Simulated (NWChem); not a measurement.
System: C$_{4}$H$_{6}$O; SMILES C1(=O)CCC1

Input file for NWChem:

```
start job
memory heap 200 mb stack 900 mb global 1100 mb
geometry units angstroms
  O      0.096882    -0.000000    -1.866882
  C      0.090721     0.000000    -0.672270
  C      0.062374     1.102148     0.385294
  C     -0.089793     0.000000     1.461652
  C      0.062374    -1.102148     0.385294
  H      1.005968     1.670707     0.423738
  H     -0.762911     1.823071     0.274128
  H      0.683001    -0.000000     2.242135
  H     -1.073383    -0.000000     1.951599
  H      1.005968    -1.670707     0.423738
  H     -0.762911    -1.823071     0.274128
end
basis spherical
  * library 3-21g
end
dft
  xc hfexch
  iterations 150
end
driver
  maxiter 120
end
task dft optimize
task dft freq
```

The level has its own optimisation; frequencies are unscaled. Brackets give each atom's bonded neighbours.

### Question
Give the results of this calculation. (Hartree-Fock/3-21G.) Quantities: r C–O (Å); r C–C [C(CCHH)–C(CCO)] (Å); r C–C [C(CCHH)–C(CCHH)] (Å); highest harmonic frequency (cm⁻¹); lowest (cm⁻¹); zero-point energy (kcal/mol); dipole (D).

### Answer
```
Property                           Result
---------------------------------  ------
r C–O (Å)                           1.197
r C–C [C(CCHH)–C(CCO)] (Å)          1.543
r C–C [C(CCHH)–C(CCHH)] (Å)         1.569
highest harmonic frequency (cm⁻¹)    3329
lowest (cm⁻¹)                          23
zero-point energy (kcal/mol)         61.2
dipole (D)                           3.06
```
